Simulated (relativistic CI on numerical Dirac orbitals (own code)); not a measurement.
## Cu²⁺ in a cubic cluster: L2,3 absorption with charge transfer

Computed with a charge-transfer multiplet model of a cubic metal-ligand cluster with up to one ligand hole, Slater and spin-orbit integrals from Dirac-Coulomb-Breit ions, Slater integrals scaled by 0.8. The ground state mixes d9 with configurations of k ligand holes L, whose averages lie at kΔ + k(k − 1)U_dd/2; a core hole lowers each added d electron by U_cd. 20 K, Lorentzian 0.4 eV and Gaussian 0.3 eV FWHM.

Atomic integrals in eV (Slater integrals scaled, ζ unscaled), ground: F2dd 11.066, F4dd 6.905, zeta_d 0.099; with the core hole: F2dd 11.066, F4dd 6.905, zeta_d 0.110, zeta_core 13.385.

Cluster parameters (eV): U_dd = 6.9, U_cd = 7.8, 10Dq = 1.55, 10Dq(ligand) = 1, V(eg) = 1.8, V(t2g) = -0.98, final-state hopping factor = 1.

```tsv
Case	n_d	d9	d10L	S
Δ = -0.2 eV	9.48	0.52	0.48	0.50
Δ = 0.8 eV	9.35	0.65	0.35	0.50
Δ = 1.8 eV	9.24	0.76	0.24	0.50
Δ = 2.8 eV	9.17	0.83	0.17	0.50
Δ = 3.8 eV	9.12	0.88	0.12	0.50
```

Weights, n_d and S are thermal averages at 20 K. Photon energies count from the first peak over 30 % of the highest in each spectrum, which can be another peak from case to case. The parameters are a model scan and need not match a compound or its usual spin state. Peaks in eV (height, largest 100):
- Δ = -0.2 eV: 0.0 (100), 20.1 (43)
- Δ = 0.8 eV: 0.0 (100), 20.1 (42)
- Δ = 1.8 eV: 0.0 (100), 20.1 (41)
- Δ = 2.8 eV: 0.0 (100), 20.1 (41)
- Δ = 3.8 eV: 0.0 (100), 20.1 (40)

Curve for Δ = -0.2 eV (points under 2 left out, the grid thinned):

(E (eV), Intensity): (-1.5, 2.3), (-1.4, 2.6), (-1.3, 3.0), (-1.1, 4.2), (-1.0, 5.1), (-0.9, 6.2), (-0.8, 7.9), (-0.7, 10.3), (-0.6, 14.0), (-0.4, 29.6), (-0.3, 45.3), (-0.2, 67.1), (-0.1, 89.3), (0.0, 100.0), (0.2, 70.7), (0.3, 48.2), (0.4, 31.5), (0.5, 21.0), (0.6, 14.7), (0.7, 10.8), (0.9, 6.5), (1.0, 5.2), (1.1, 4.3), (1.2, 3.6), (1.3, 3.1), (1.5, 2.3), (1.6, 2.0), (19.1, 2.3), (19.2, 2.8), (19.3, 3.6), (19.4, 4.7), (19.6, 9.3), (19.7, 14.0), (19.8, 21.4), (19.9, 31.1), (20.0, 40.0), (20.2, 37.8), (20.3, 28.1), (20.4, 18.8), (20.5, 12.3), (20.6, 8.3), (20.7, 5.9), (20.9, 3.3), (21.0, 2.6), (21.1, 2.2)

For the case Δ = 1.8 eV, Δ = 1.8 eV is smaller than U_dd = 6.9 eV, the charge-transfer side of the Zaanen-Sawatzky-Allen scheme.
